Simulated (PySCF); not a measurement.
Input of a run (PBE0-D3(BJ)/def2-SVP geometry optimisation, gas phase, def2 core potentials past Kr (PySCF 2.14.0)), started from GFN1-xTB:
```
{"job": {"xc": "PBE0", "basis": "def2-SVP", "d3": "d3bj", "grid": 1, "maxiter": 30, "shake": 0.03, "kind": "geom"}, "charge": -1, "multiplicity": 1}
In     0.051630    -0.081030    -0.689290
C      0.001100     0.002520     1.513020
N     -0.019710     0.010320     2.652710
H      1.761680     0.002030    -1.194640
H     -0.869820     1.419140    -1.203390
H     -0.861750    -1.449000    -1.147690
```

Output (energies in Eh, forces in Eh/bohr):
```
step   0  E = -284.61649879  max force = 0.066223
step   1  E = -284.62000286  max force = 0.003882
step   2  E = -284.62021648  max force = 0.002250
step   3  E = -284.62027824  max force = 0.001240
step   4  E = -284.62028310  max force = 0.000187
optimisation converged
```

Q: Summarise the run.

A: The energy falls by 0.103 eV over 5 energy and gradient evaluations, the largest force component goes from 0.0662 to 1.9e-04 Eh/bohr, and the atoms move by 0.053 Å rms after alignment. The bond that changes most is In1–H5 (ends: indium bonded to C and 3 H; hydrogen on indium), which shortens by 0.064 Å. Bonds longer at the end by more than 0.005 Å: 3 of 5; shorter: 2. Among the angles that change most is H4–In1–H6, from 118.3° to 113.3°. The energy never rose by more than 1e-6 Eh on the way. The first step brought 93 % of the lowering.

Q: What are the final bond lengths?

A: In1–C2 2.242 Å, In1–H4 1.770 Å, In1–H5 1.770 Å, In1–H6 1.770 Å, C2–N3 1.166 Å. Numbering counts from 1 in the input's order; the species is `[H][In-]([H])([H])[C]#N` ([In(CN)H3]-).

The run used 69 basis functions and 33 SCF cycles in all. Time: 14 s wall; peak memory 0.28 GiB. Hardware: Intel Xeon Platinum 8259CL at 2.50 GHz, one thread, on a shared host.

PBE0-D3(BJ)/def2-SVP frequencies: not computed here.
